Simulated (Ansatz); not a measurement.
Rb₃Cl₃⁻, relaxed as a doublet with UKS PBE0-D4/def2-SVPD in Ansatz, starting from the GFN2-xTB geometry. Force threshold 0.02 eV/Å.

In the def2 sets Rb takes a core potential; there is no spin–orbit coupling. The highest occupied level of the charge -1 doublet lies above zero (up to 0.15 eV). It is a level of α spin, whose loss leaves a singlet; that state wasn't run at this geometry and level. The electron is either unbound and held by the finite basis, or the level is raised by self-interaction error. The relaxation made no stability test and no search for a lower SCF solution. The structure comes from a short search, and lower isomers may exist.

Start:

```xyz
6

Rb   -0.3773   -2.3672   -1.2480
Rb    0.0166    1.6668   -0.6439
Rb    0.5721   -0.9464    2.4503
Cl    1.6594    1.8818    1.8369
Cl    0.4087   -0.0130   -3.0750
Cl   -2.2794   -0.2221    0.6796
```

```json
{"step": "1", "energy (eV)": "-39521.4285", "largest force component (eV/Å)": "0.513", "SCF passes": "15"}
{"step": "2", "energy (eV)": "-39521.5802", "largest force component (eV/Å)": "0.397", "SCF passes": "24"}
{"step": "3", "energy (eV)": "-39521.6599", "largest force component (eV/Å)": "0.065", "SCF passes": "23"}
{"step": "4", "energy (eV)": "-39521.6688", "largest force component (eV/Å)": "0.019", "SCF passes": "25"}
{"step": "5", "energy (eV)": "-39521.6726", "largest force component (eV/Å)": "0.015", "SCF passes": "26"}
{"step": "6", "energy (eV)": "-39521.6740", "largest force component (eV/Å)": "0.011", "SCF passes": "26"}
{"step": "7", "energy (eV)": "-39521.6741", "largest force component (eV/Å)": "0.003", "SCF passes": "19"}
```

Force components are those of the run's own axes.

End:

```
atom   x (Å)   y (Å)   z (Å)
 Rb1  -0.677  -2.426  -1.538
 Rb2   0.065   1.736  -0.682
 Rb3   0.438  -0.754   2.819
 Cl4   1.670   1.971   1.998
 Cl5   0.329  -0.043  -3.249
 Cl6  -1.825  -0.483   0.652
```

By distances, no bond broke or formed. The bond that changes most is Rb1–Cl6, from 3.45 to 3.15 Å (atoms count from 1). The end is the same structure that another start reached, the lowest one found.

The force fell under the threshold at step 4, but the optimiser went on and released 0.005 eV more. No frequencies were taken in this run, so the end may be a saddle point.

Hardware: 4 threads of Arm Neoverse V1 on a shared host. Wall time 47 s, peak host memory 0.6 GiB.
